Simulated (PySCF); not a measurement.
Coordinates in bohr (charge 1 multiplicity 1):
```
Zr    0.0000    0.0000   -0.4182
F     3.2817    0.0000    0.7051
F    -1.6408    2.8420    0.7051
F    -1.6409   -2.8420    0.7051
```

Method: PBE0/[Zr def2-TZVP with ECP28, F def2-TZVP], scalar-relativistic core potentials, density fitting, no spin–orbit coupling, PySCF.

This geometry of [ZrF3]+ is a stationary point at this level.

Question: What is the point group?

Answer: C3v.

Question: Is it a minimum?

Answer: Yes: all harmonic wavenumbers are real.

Question: List the harmonic modes with their infrared intensities.

Answer: 
| symmetry | ω (cm⁻¹) | IR (km/mol, summed over degenerate members) |
| --- | --- | --- |
| a1 | 134 | 52.0 |
| e | 181 | 20.4 |
| a1 | 767 | 25.5 |
| e | 771 | 432 |

Question: Give the atomic charges and bond orders.

Answer: 
```csv
atom,Mulliken,Löwdin,polar tensor,Mayer order to Zr1
Zr1,1.96,1.37,2.95,–
"F2,3,4",-0.32,-0.12,-0.65,1.11
```

In C3v the vibrations span 2a1 + 2e.

Other isomers or separated fragments may lie lower.
